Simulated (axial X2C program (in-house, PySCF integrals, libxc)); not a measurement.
Which molecule gave these maps?

PBE0 fields computed with an in-house relativistic program for diatomic molecules, two-component, near the equilibrium distance, one atom at z = 0.

The maps cover the half plane through the axis: z from -2.4 to 4.2 Å along the bond, ρ from 0.15 to 2.25 Å away from it.

log10 of the density in e/bohr³:

```
 ρ\z  -2.4  -1.8  -1.2  -0.6   0.0   0.6   1.2   1.8   2.4   3.0   3.6   4.2
0.15  -4.1  -2.8  -1.6  -0.5   1.4  -0.5  -0.8   0.4  -0.1  -1.2  -2.4  -3.7
0.45  -4.1  -2.9  -1.7  -0.7   0.1  -0.7  -0.9  -0.5  -0.5  -1.3  -2.5  -3.8
0.75  -4.2  -3.0  -1.9  -1.0  -0.7  -1.0  -1.2  -0.8  -0.8  -1.6  -2.7  -3.9
1.05  -4.4  -3.2  -2.2  -1.4  -1.1  -1.4  -1.6  -1.3  -1.3  -2.0  -3.0  -4.1
1.35  -4.5  -3.5  -2.6  -1.9  -1.7  -1.9  -2.0  -1.8  -1.9  -2.4  -3.3  -4.3
1.65  -4.8  -3.8  -3.0  -2.4  -2.2  -2.4  -2.6  -2.4  -2.4  -2.9  -3.7  -4.6
1.95  -5.0  -4.2  -3.5  -2.9  -2.7  -2.9  -3.1  -2.9  -3.0  -3.4  -4.1  -4.9
2.25  -5.3  -4.6  -3.9  -3.5  -3.3  -3.5  -3.6  -3.5  -3.6  -3.9  -4.5  -5.3
```

Electron localisation function (collinear form, no current term, damped to 0 at low density):

```
 ρ\z  -2.4  -1.8  -1.2  -0.6   0.0   0.6   1.2   1.8   2.4   3.0   3.6   4.2
0.15  0.00  0.05  0.50  0.20  0.25  0.15  0.75  0.70  0.15  0.70  0.13  0.00
0.45  0.00  0.05  0.52  0.47  0.38  0.35  0.68  0.21  0.51  0.72  0.13  0.00
0.75  0.00  0.04  0.51  0.82  0.56  0.64  0.52  0.86  0.92  0.71  0.12  0.00
1.05  0.00  0.03  0.45  0.85  0.88  0.60  0.30  0.82  0.88  0.61  0.08  0.00
1.35  0.00  0.02  0.32  0.76  0.81  0.40  0.13  0.62  0.74  0.42  0.04  0.00
1.65  0.00  0.00  0.16  0.54  0.61  0.19  0.04  0.33  0.47  0.20  0.01  0.00
1.95  0.00  0.00  0.04  0.24  0.30  0.06  0.01  0.10  0.17  0.04  0.00  0.00
2.25  0.00  0.00  0.00  0.04  0.07  0.01  0.00  0.02  0.02  0.00  0.00  0.00
```

Axial spin density in 10⁻³ e/bohr³:

```
 ρ\z  -2.4  -1.8  -1.2  -0.6   0.0  0.6   1.2   1.8   2.4   3.0   3.6  4.2
0.15   0.0   0.0  -0.5  -0.9  45.0  0.8  -1.4  -0.5   0.4  -1.3  -0.1  0.0
0.45   0.0   0.0   0.3   8.0   6.4  5.5  -1.3  15.5  17.1   0.6   0.0  0.0
0.75   0.0   0.1   0.8  10.0  24.4  5.9  -1.1  12.3  13.4   1.2   0.0  0.0
1.05   0.0   0.1   0.7   5.5  11.7  3.0  -0.7   4.2   5.0   0.8   0.1  0.0
1.35   0.0   0.0   0.4   2.2   3.8  1.1  -0.3   1.1   1.5   0.4   0.0  0.0
1.65   0.0   0.0   0.2   0.7   1.1  0.3  -0.1   0.2   0.4   0.1   0.0  0.0
1.95   0.0   0.0   0.1   0.2   0.3  0.1  -0.1   0.0   0.1   0.0   0.0  0.0
2.25   0.0   0.0   0.0   0.1   0.1  0.0   0.0   0.0   0.0   0.0   0.0  0.0
```

Question: Which molecule is it?
A. AlAt⁻
B. BeS
C. BrCl⁺
D. NaCu

Answer: C. BrCl⁺, with Br at z = 0 and Cl at z = 2.050 Å, state Ω = 3/2 (⟨Sz⟩ = 0.50, ⟨Lz⟩ = 1.00 at PBE0), basis Br dyall-cv3z [8s9p6d4f1g], Cl dyall-av3z [9s8p3d2f] (cores contracted in-house). Occupations by symmetry block were frozen at the best pattern of an incomplete PBE0 search. Density functionals use the spin component along the axis (collinear). The functionals have no current-density term, which raises determinants with orbital currents, atoms included.
